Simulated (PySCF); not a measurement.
Stepwise substitution at one centre (Al NH2-SiH3). Isolated molecules, 0 K electronic values unless said otherwise. Strings in code marks are SMILES.

All values below come from B3LYP-D3(BJ)/def2-TZVP (PySCF 2.14.0). All candidates: neutral, multiplicity 1. B3LYP has the VWN-RPA correlation part, as in Gaussian. Excitations are Tamm–Dancoff values on a coarser integration grid. The basis has no diffuse functions, so Rydberg states are missing or too high.

| Property | Result |
|---|---|
| HOMO | -6.90 eV |
| LUMO | -1.60 eV |
| T1 excitation (TDA) | 3.76 eV |

Problem. Say which member has these values.
A. `[SiH3][Al]([SiH3])[SiH3]`
B. `[NH2][Al]([SiH3])[SiH3]`
C. `[NH2][Al]([NH2])[NH2]`
D. `[NH2][Al]([NH2])[SiH3]`

Solution. B, `[NH2][Al]([SiH3])[SiH3]`. The others give `[NH2][Al]([NH2])[SiH3]`: -6.75 eV, -0.50 eV, 4.88 eV; `[SiH3][Al]([SiH3])[SiH3]`: -7.12 eV, -2.78 eV, 2.85 eV; `[NH2][Al]([NH2])[NH2]`: -6.47 eV, -0.02 eV, 5.09 eV
